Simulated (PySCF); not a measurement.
Working out the ionisation energy of As

As [Ar] 3d10 4s2 4p3 (4S) → As⁺ [Ar] 3d10 4s2 4p2 (3P). All numbers are calculated (PySCF 2.14, no relativity, point nucleus, in def2-QZVPPD (12s7p5d4f1g, 95 functions)). Frozen: [Ar] 3d10. Energies in hartree (1 hartree = 27.21139 eV):

```json
{"part": "UHF", "As (lower)": "-2234.239146", "As⁺ (upper)": "-2233.892386"}
{"part": "CCSD correlation", "As (lower)": "-0.089651", "As⁺ (upper)": "-0.072375"}
{"part": "(T)", "As (lower)": "-0.003425", "As⁺ (upper)": "-0.001930"}
```

Task: What does Hartree-Fock give?

Result: (-2233.892386) − (-2234.239146) = 0.346760 hartree = 9.436 eV.

Task: What do CCSD and CCSD(T) give?

Result: The CCSD correlation energies differ by 0.017276 hartree = 0.470 eV and the triples by 0.001495 hartree = 0.041 eV, so CCSD gives 9.906 eV and CCSD(T) 9.947 eV.

Measured between the centres of the two terms (NIST): 10.008 eV, so CCSD(T) (valence) is off by -0.061 eV.

The calculation is non-relativistic.

What remains against the reference includes basis incompleteness, the frozen core and higher excitations.
